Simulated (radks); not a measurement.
The numbers below are computed, except where a source is named.
All-electron atom: O+ in [He] 2s2 2p3.

Code: a radial shooting solver on a logarithmic mesh with Libxc functionals. Model: Dirac Kohn-Sham, PBEsol, spin-unpolarised, spherical densities, finite nucleus; open shells fill j = l - 1/2 first; Fermi nuclear charge, rms radius 2.6991 fm.

Energy parts (eV):
part                     energy
total                 -2017.704
kinetic                2015.078
electron-nucleus      -4690.619
Hartree                 863.820
exchange-correlation   -205.984

Orbitals (lengths in bohr, moments of r in powers of bohr; <r^-3> diverges for s and p1/2; r(max) is where P^2 peaks):
orbital  occ.  eigenvalue (eV)  <r^-3>  r(max)    <r^2>  small-component weight
1s1/2       2        -531.5685       -  0.1294  0.05399                7.72e-04
2s1/2       2         -39.4748       -  0.8557    1.418                9.35e-05
2p1/2       2         -24.3825       -  0.7819    1.571                7.94e-05
2p3/2       1         -24.3386   6.075  0.7829    1.575                7.93e-05

The highest occupied level is 2p3/2 at -24.339 eV. Summed over all electrons, <r^2> = 7.661 bohr^2, which gives a Langevin (diamagnetic) susceptibility term of -6.07 x 10^-6 cm^3/mol. For comparison, the ionisation energy in NIST's Atomic Spectra Database is 35.121 eV (measured). In exact Kohn-Sham theory the highest level is minus the ionisation energy, but local and semilocal functionals leave it too shallow, through self-interaction and a potential that decays too fast; potentials with the right tail come closer. The electron density at the nucleus is 321.3 e/bohr^3. The density falls to 0.001 e/bohr^3 at r = 2.88 bohr.

Beside tabulated values, note that spin-unpolarised runs miss the spin-polarisation part of the exchange energy of open shells.
